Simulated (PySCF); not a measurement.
## Exercise with solution: chemical shift, span and skew from a shielding tensor

1,1-dichloroprop-1-ene (C3H4Cl2), SMILES CC=C(Cl)Cl. Atoms are numbered in the order given.

```xyz
9

C      0.7325    -2.3630     0.0000
C      1.0454    -0.9009     0.0000
C      0.1583     0.1005     0.0000
Cl    -1.5679    -0.1352     0.0000
Cl     0.6438     1.7728     0.0000
H      1.1721    -2.8535     0.8853
H     -0.3492    -2.5494     0.0000
H      1.1721    -2.8535    -0.8853
H      2.0981    -0.6028     0.0000
```
Charge 0, spin multiplicity 1.

Coordinates come from a B3LYP-D3(BJ)/def2-SVP optimisation.

GIAO shieldings from KT2/pcSseg-1 run with PySCF, non-relativistic, no solvent. The symmetric part of the tensor of C3 has the principal values -19.8, 58.5, 107.2 ppm. The same nucleus in TMS has σ = 185.1 ppm at this level (PySCF, at its B3LYP-D3(BJ)/def2-TZVP geometry). Without spin–orbit terms, shifts of atoms bonded to Cl or Br come out too high.

Question: Work out the isotropic shielding, the ¹³C shift against TMS, the span and the skew.

Answer: 
σ(iso) = (σ11 + σ22 + σ33)/3 = 48.6 ppm. δ = σ(ref) − σ(iso) = 185.1 − (48.6) = 136.5 ppm.
Span Ω = σ33 − σ11 = 127.0 ppm. Skew κ = 3(σ(iso) − σ22)/Ω = -0.23. Tumbling in solution averages the tensor to δ; in a static solid the shielding alone would spread this spin-1/2 line over Ω.
